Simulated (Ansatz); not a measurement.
BrFH₄OSi₂ (`O[SiH](F)[SiH2]Br`) at its PBE0-D4/def2-TZVP geometry, where that method's forces vanish. Charge 0, multiplicity 1.

```
atom   x (Å)   y (Å)   z (Å)
  O1   0.731  -1.019  -1.535
 Si2   0.017   0.366  -1.058
  F3   1.024   1.604  -1.158
 Si4  -0.576   0.156   1.207
 Br5   1.052  -1.126   2.065
  H6   1.297  -1.464  -0.897
  H7  -1.091   0.622  -2.003
  H8  -0.598   1.428   1.969
  H9  -1.857  -0.566   1.410
```

**Question.** For each bond, give half the difference of the two atoms' forces along it (eV/Å; positive pushes the atoms apart) under PBE-D4, r2SCAN-D4, B3LYP-D4, ωB97M-V in def2-TZVPP. (Estimate.)

**Answer.** Computed: 
```csv
bond,length (Å),PBE-D4,r2SCAN-D4,B3LYP-D4,ωB97M-V
O1–Si2,1.630,0.31,0.07,0.13,0.12
O1–H6,0.961,0.34,0.01,-0.03,-0.07
Si2–F3,1.599,0.49,0.05,0.18,0.15
Si2–Si4,2.351,-0.23,-0.03,0.03,-0.02
Si2–H7,1.478,0.00,-0.04,-0.17,-0.21
Si4–Br5,2.243,0.18,0.07,0.25,0.07
Si4–H8,1.483,0.09,-0.01,-0.12,-0.13
Si4–H9,1.484,0.09,-0.02,-0.12,-0.12
```

B3LYP here is the variant with VWN-RPA as its local correlation; programs differ in this.
